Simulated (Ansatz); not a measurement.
Ideal-gas functions of `[OH2+][Cu-][F]` at 800 K and 1 bar, from an Ansatz frequency run at PBE0-D4/def2-TZVP.

Molar mass 100.56 g/mol, point group Cs (symmetry number 1), electronic degeneracy 1, moments of inertia 1.518, 128.915, 129.816 u Å². Harmonic wavenumbers (cm⁻¹, unscaled): 146, 149, 385, 444, 608, 633, 1625, 3816, 3906.

Use S(trans) = R[1.5 ln M + 2.5 ln T − 1.1517]; rotational temperatures θ = 24.2544 K / I; S(rot) = R[ln(√π/σ · √(T³/θAθBθC)) + 1.5]; for each mode x = 1.438777 ν̃/T, S = R[x/(eˣ − 1) − ln(1 − e⁻ˣ)] and H = RT x/(eˣ − 1); 1 cm⁻¹ = 0.0119627 kJ/mol; R = 8.31446 J/(mol·K).

**Question.** By hand: the entropy, in J/(mol·K).

**Answer.** Translation 186.9. Rotation: θ = 15.9779, 0.1881, 0.1868 K, giving 103.0. Vibration, mode by mode: 19.46, 19.29, 11.53, 10.40, 7.97, 7.67, 1.84, 0.07, 0.06, in all 78.3. Electronic 0.0. Sum 368.2 J/(mol·K).

**Question.** By hand: H − E and G − E in kJ/mol, counted from the electronic energy.

**Answer.** Zero-point energy ½ × 11712 × 0.0119627 = 70.1; thermal vibration 29.0; translation, rotation and pV give 4 RT = 26.6. H − E = 125.7 kJ/mol, and G − E = 125.7 − 800 × 368.2/1000 = -168.9 kJ/mol.

Vibration gives 21 % of the entropy, 38.7 J/(mol·K) of it from the modes under 150 cm⁻¹: soft modes count most, and the harmonic formula is weakest for them. The sum counts one conformer and one mirror image; others add a mixing term.
